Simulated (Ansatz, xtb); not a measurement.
**How methods differ on GeH2Cl− (SMILES [Cl][GeH2-])**

GeH2Cl− has 4 atoms, charge -1, and is taken as a singlet. As SMILES, `[Cl][GeH2-]`. The shape comes from GFN2-xTB, which is rough for such elements, and wasn't checked as a minimum.

```xyz
4

Cl   -1.5660    0.3897    1.0144
Ge    0.0363   -0.8066   -0.1638
H     0.1519    0.3841   -1.4489
H     1.3779    0.0328    0.5983
```

Quantity: the vertical energy of the triplet above the singlet, in eV. The values are calculated.

```json
{"level": "GFN1-xTB", "kind": "semi-empirical", "program": "xtb", "value (eV)": "4.67", "less FCI/STO-3G": "-0.86"}
{"level": "HF/STO-3G", "kind": "Hartree–Fock", "program": "Ansatz", "value (eV)": "5.31", "less FCI/STO-3G": "-0.22"}
{"level": "SVWN5/STO-3G", "kind": "LDA", "program": "Ansatz", "value (eV)": "4.72", "less FCI/STO-3G": "-0.81"}
{"level": "PBE/STO-3G", "kind": "GGA", "program": "Ansatz", "value (eV)": "4.72", "less FCI/STO-3G": "-0.81"}
{"level": "B3LYP/STO-3G", "kind": "global hybrid", "program": "Ansatz", "value (eV)": "5.17", "less FCI/STO-3G": "-0.36"}
{"level": "CAM-B3LYP/STO-3G", "kind": "range-separated hybrid", "program": "Ansatz", "value (eV)": "5.16", "less FCI/STO-3G": "-0.37"}
{"level": "MP2/STO-3G", "kind": "perturbation theory", "program": "Ansatz", "value (eV)": "5.54", "less FCI/STO-3G": "+0.01"}
{"level": "CCSD/STO-3G", "kind": "coupled cluster or CI", "program": "Ansatz", "value (eV)": "5.55", "less FCI/STO-3G": "+0.02"}
{"level": "FCI/STO-3G", "kind": "exact in the basis", "program": "Ansatz", "value (eV)": "5.53", "less FCI/STO-3G": "0.00"}
```

FCI/STO-3G is exact within its basis and frozen core, so for wave-function methods in that basis the difference is their error; functionals converge differently with the basis, so for them it is only a difference. All-electron rows without a relativistic Hamiltonian named are non-relativistic. Sets without diffuse functions describe the anion poorly. The values span 4.67 to 5.55 eV. The xTB rows lack spin polarisation, so open shells miss the exchange term that lowers them. All rows use very small basis sets, so none should be taken for the real molecule's value. In the correlated wave-function rows the outer d shell of Ge is correlated, in sets not made for it.
